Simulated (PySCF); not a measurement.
Species: C₂H₇BO₂S.
Numbering: `[CH3:1][O:2][B:3]([OH:4])[S:5][CH3:6]` (hydrogens: H7, H8, H9 on C1; H10 on O4; H11, H12, H13 on C6)

Jobs on this species (13 atoms, 56 electrons) with PySCF (density fitting). Hardware of each: one thread of an Arm Neoverse V1, no GPU, on a shared host. The host was shared with other jobs, so the times are rough. Peak memory is the resident size of the whole Python process, interpreter and libraries included.

```tsv
level and settings	work	basis functions	SCF cycles	wall time	peak memory
delta-SCF UKS SCAN, pcX-2 on the ionised atom, pcseg-1 elsewhere, spin-free X2C	ΔSCF core ionisation, 7 holes	165	?	?	?
delta-SCF UKS HF, pcX-2 on the ionised atom, pcseg-1 elsewhere, spin-free X2C	ΔSCF core ionisation, 7 holes	165	118	42 s	0.61 GiB
delta-SCF UKS B3LYP, pcX-2 on the ionised atom, pcseg-1 elsewhere, spin-free X2C	ΔSCF core ionisation, 7 holes	165	107	62 s	0.70 GiB
PBE0-D3(BJ)/def2-SVP, grid level 1	geometry optimisation from a GFN2-xTB start shaken at random	123	42	36 s	0.51 GiB
delta-SCF UKS SCAN, pcX-2 on the ionised atom, pcseg-1 elsewhere, non-relativistic	ΔSCF core ionisation, 7 holes	165	119	49 s	0.61 GiB
delta-SCF UKS PBE0, pcX-2 on the ionised atom, pcseg-1 elsewhere, spin-free X2C	ΔSCF core ionisation, 7 holes	165	103	60 s	0.71 GiB
delta-SCF UKS SCAN, pcX-1 on the ionised atom, pcseg-1 elsewhere, spin-free X2C	ΔSCF core ionisation, 7 holes	145	116	42 s	0.61 GiB
delta-SCF UKS SCAN, def2-TZVP on the ionised atom, pcseg-1 elsewhere, spin-free X2C	ΔSCF core ionisation, 7 holes	142	118	47 s	0.61 GiB
delta-SCF UKS PBE, pcX-2 on the ionised atom, pcseg-1 elsewhere, spin-free X2C	ΔSCF core ionisation, 7 holes	165	114	31 s	0.61 GiB
```

Fill in the missing figures.

- delta-SCF UKS SCAN, pcX-2 on the ionised atom, pcseg-1 elsewhere, spin-free X2C; ΔSCF core ionisation, 7 holes: 51 s, 0.68 GiB, 119 SCF cycles

What do all jobs in the table cost together?

About 7.0 min; the longest takes about 15 % of that, and about 2 times as long as the shortest.
